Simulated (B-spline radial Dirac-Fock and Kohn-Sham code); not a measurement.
Photoionisation of titanium ions at Al Kα (taken as 1486.9 eV)

Calculated with a radial B-spline solver, using Dirac-Hartree-Slater photoionisation with all multipoles and Dirac-Fock thresholds. Cross sections in kb; a dash marks an empty subshell or a threshold above the photon energy.

| ion | configuration | total | 3p1/2 | 3p3/2 | 3d3/2 | 3d5/2 | 4s |
| --- | --- | --- | --- | --- | --- | --- | --- |
| Ti | [Ar] 3d2 4s2 | 172.6 | 3.78 | 7.33 | 0.0752 | 0.111 | 0.546 |
| Ti⁸⁺ | [Ne] 3s2 3p2 | 171.2 | 1.85 | 3.61 | – | – | – |
| Ti⁹⁺ | [Ne] 3s2 3p1 | 170.1 | 0.976 | 1.91 | – | – | – |
| Ti¹²⁺ | [He] 2s2 2p6 | 164.1 | – | – | – | – | – |
| Ti¹³⁺ | [He] 2s2 2p5 | 154.5 | – | – | – | – | – |
| Ti¹⁴⁺ | [He] 2s2 2p4 | 142.5 | – | – | – | – | – |
| Ti¹⁵⁺ | [He] 2s2 2p3 | 127.7 | – | – | – | – | – |
| Ti¹⁷⁺ | [He] 2s2 2p1 | 87.70 | – | – | – | – | – |
